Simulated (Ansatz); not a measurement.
Start from `O[SiH]1NCS1` and change one atom or group to get `C[SiH]1NCS1`.

Ansatz, PBE0-D4/def2-TZVP geometries, multiplicity 1. Each molecule was computed in one conformer, which needn't be the lowest.

| property | `O[SiH]1NCS1` |
| --- | --- |
| HOMO energy (B3LYP/def2-TZVPP) / eV | -6.75 |
| LUMO energy (PBE/def2-TZVPP) / eV | -0.72 |
| size of the dipole moment (PBE/def2-TZVPP) / D | 2.44 |
| HOMO energy (PBE/def2-TZVPP) / eV | -5.78 |
| HOMO–LUMO gap (ωB97M-V/def2-TZVPP) / eV | 11.21 |
| HOMO energy (PBE0/def2-TZVPP) / eV | -7.00 |

Problem. Give the same properties after the change, and the shifts. (An estimate is asked.)

Solution. The calculation gave: 
| property | `C[SiH]1NCS1` | shift |
| --- | --- | --- |
| HOMO energy (B3LYP/def2-TZVPP) / eV | -6.42 | 0.33 |
| LUMO energy (PBE/def2-TZVPP) / eV | -0.72 | 0.00 |
| size of the dipole moment (PBE/def2-TZVPP) / D | 2.03 | -0.41 |
| HOMO energy (PBE/def2-TZVPP) / eV | -5.41 | 0.37 |
| HOMO–LUMO gap (ωB97M-V/def2-TZVPP) / eV | 10.69 | -0.52 |
| HOMO energy (PBE0/def2-TZVPP) / eV | -6.64 | 0.36 |

With PBE0 the HOMO rises by 0.36 eV and the LUMO falls by 0.08 eV, so the gap narrows by about 0.44 eV. PBE moves the HOMO by 0.37 eV and ωB97M-V by 0.36 eV. Dipoles are sizes alone; their direction can turn.

B3LYP here is the variant with VWN-RPA as its local correlation; programs differ in this.
